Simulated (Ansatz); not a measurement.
`O[CH2][GeH3]` → `[CH2]` (triplet) + `[OH][GeH3]`  (formal loss of a carbene)

Isolated molecules relaxed with PBE0-D4/def2-TZVP in Ansatz; ΔE leaves out vibrations. CBS: MP2 limit from def2 TZ/QZ plus the TZ coupled-cluster correction, frozen cores. This one scheme is used for every species. Functionals use def2-TZVPP. Triplets are unrestricted, without spin–orbit coupling. For Ge outer-core shells are correlated without core-valence functions, which leaves a few kJ/mol of doubt a bond. Scalar relativity is left out up to krypton. One conformer a species, not always the lowest.

| species | revPBE-D4 energy (Eh) |
| --- | --- |
| `O[CH2][GeH3]` | -2193.78230 |
| `[CH2]` (triplet) | -39.15947 |
| `[OH][GeH3]` | -2154.49618 |

(1) Work out ΔE.

(2) What do rigid-rotor, harmonic-oscillator terms from PBE0-D4/def2-TZVP frequencies (298.15 K, 1 bar) make of the CCSD(T)/CBS value? (An estimate is asked.)

Largest T1 diagnostic among the species: 0.011.

Answers

(1) ΔE = (-39.15947) + (-2154.49618) − (-2193.78230) = 0.12665 Eh = +332.5 kJ/mol. CCSD(T)/CBS gives +333.6 kJ/mol.

(2) The calculation gave: ΔZPE = -28.5 kJ/mol, ΔH = +311.5 kJ/mol, ΔS = 160 J/(mol·K), ΔG = +264.0 kJ/mol. Open shells count their whole term as degenerate.

From BLYP to BHLYP (50 % exact exchange), in def2-TZVPP and without D4, ΔE moves by −11.8 kJ/mol. In def2-TZVPP, CCSD(T) changes the Hartree–Fock value by +141.5 kJ/mol (the triples alone add +11.1 kJ/mol) and MP2 by +147.8 kJ/mol.
